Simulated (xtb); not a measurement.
CH6GeO2Si, SMILES [CH3][GeH]1[O][SiH2][O]1. All values are semi-empirical tight-binding results from xtb (GFN2-xTB unless named), good for trends rather than for accurate numbers. Coordinates come from a GFN2-xTB optimisation. This is a generated structure with no PubChem entry under its InChIKey; it may be hypothetical.

Optimised geometry:

```xyz
11

C     -1.9567     1.1166    -0.3150
Ge    -0.6405    -0.2115     0.3058
O      0.4200    -0.8151    -1.0358
Si     1.7439    -0.0447    -0.3926
O      0.8924     0.5563     0.8997
H     -2.4155     1.6221     0.5290
H     -1.4322     1.8463    -0.9287
H     -2.7280     0.6369    -0.9100
H     -0.9972    -1.3665     1.2122
H      2.1658     1.0360    -1.2628
H      2.7314    -1.0088     0.0491
```

For metal compounds this method's bond lengths and energies can be far off.

```json
{
  "point_group_as_xtb_finds_it": "Cs",
  "orbital_gap": "5.78 eV",
  "zero_point_energy": "41.7 kcal/mol",
  "G − E(el) at 298.15 K (modified RRHO)": "21.4 kcal/mol"
}
```

Computed atomic charges and the Wiberg bond orders between heavy atoms:
charges (e) C1 -0.15, Ge2 0.35, O3 -0.49, Si4 0.65, O5 -0.49, H6 0.08, H7 0.10, H8 0.08, H9 0.03, H10 -0.08, H11 -0.07. Bond orders C1–Ge2 0.87, Ge2–O3 0.99, O3–Si4 1.00, Ge2–O5 0.99, Si4–O5 1.01.
